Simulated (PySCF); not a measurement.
**Electronic structure of Br⁺ (bromine, charge +1) at the M06-2X level**

Configuration: [Ar] 3d10 4s2 4p4, high-spin 3P determinant. All numbers are calculated (PySCF 2.14, no relativity, point nucleus, in def2-SVP).

* Total energy: -2573.409 hartree
* One-electron energy: -3567.296 hartree
* Hartree (Coulomb) energy: 1084.980 hartree
* Exchange-correlation energy: -91.093 hartree
* Kinetic energy: 2571.54376 hartree
* ⟨S²⟩: 2.0038
* ⟨L²⟩: 2.009
* Sum of ⟨r⟩: 23.17 bohr
* Sum of ⟨r²⟩: 32.32 bohr²
* Traceless quadrupole moment −½Σ⟨3z² − r²⟩ along its main axis: -1.93 e·bohr²
* Density at the nucleus (Gaussians lack the cusp): 27800 bohr⁻³
* Spin density at the nucleus: 0.799 bohr⁻³
* Langevin diamagnetic susceptibility: -25.6 ×10⁻⁶ cm³/mol
* Time after the integrals: 0.88 s of wall time on 1 thread of Neoverse-N1 (shared host)

```json
{"shell": "1s α", "electrons": "1", "mean orbital energy (hartree)": "-485.73976", "spread (hartree)": "0", "rms radius, mean of both spins (bohr)": "0.0506"}
{"shell": "1s β", "electrons": "1", "mean orbital energy (hartree)": "-485.73106", "spread (hartree)": "0", "rms radius, mean of both spins (bohr)": "0.0506"}
{"shell": "2s α", "electrons": "1", "mean orbital energy (hartree)": "-63.76781", "spread (hartree)": "0", "rms radius, mean of both spins (bohr)": "0.210"}
{"shell": "2s β", "electrons": "1", "mean orbital energy (hartree)": "-63.76336", "spread (hartree)": "0", "rms radius, mean of both spins (bohr)": "0.210"}
{"shell": "2p α", "electrons": "3", "mean orbital energy (hartree)": "-57.60559", "spread (hartree)": "0.00840", "rms radius, mean of both spins (bohr)": "0.185"}
{"shell": "2p β", "electrons": "3", "mean orbital energy (hartree)": "-57.59822", "spread (hartree)": "0.00062", "rms radius, mean of both spins (bohr)": "0.185"}
{"shell": "3s α", "electrons": "1", "mean orbital energy (hartree)": "-9.47189", "spread (hartree)": "0", "rms radius, mean of both spins (bohr)": "0.602"}
{"shell": "3s β", "electrons": "1", "mean orbital energy (hartree)": "-9.46113", "spread (hartree)": "0", "rms radius, mean of both spins (bohr)": "0.602"}
{"shell": "3p α", "electrons": "3", "mean orbital energy (hartree)": "-7.29257", "spread (hartree)": "0.02542", "rms radius, mean of both spins (bohr)": "0.613"}
{"shell": "3p β", "electrons": "3", "mean orbital energy (hartree)": "-7.27868", "spread (hartree)": "0.00985", "rms radius, mean of both spins (bohr)": "0.613"}
{"shell": "3d α", "electrons": "5", "mean orbital energy (hartree)": "-3.32324", "spread (hartree)": "0.02464", "rms radius, mean of both spins (bohr)": "0.649"}
{"shell": "3d β", "electrons": "5", "mean orbital energy (hartree)": "-3.31434", "spread (hartree)": "0.01711", "rms radius, mean of both spins (bohr)": "0.649"}
{"shell": "4s α", "electrons": "1", "mean orbital energy (hartree)": "-1.27928", "spread (hartree)": "0", "rms radius, mean of both spins (bohr)": "1.81"}
{"shell": "4s β", "electrons": "1", "mean orbital energy (hartree)": "-1.14035", "spread (hartree)": "0", "rms radius, mean of both spins (bohr)": "1.81"}
{"shell": "4p α", "electrons": "3", "mean orbital energy (hartree)": "-0.77358", "spread (hartree)": "0.05010", "rms radius, mean of both spins (bohr)": "2.14"}
{"shell": "4p β", "electrons": "1", "mean orbital energy (hartree)": "-0.70778", "spread (hartree)": "0", "rms radius, mean of both spins (bohr)": "2.14"}
```
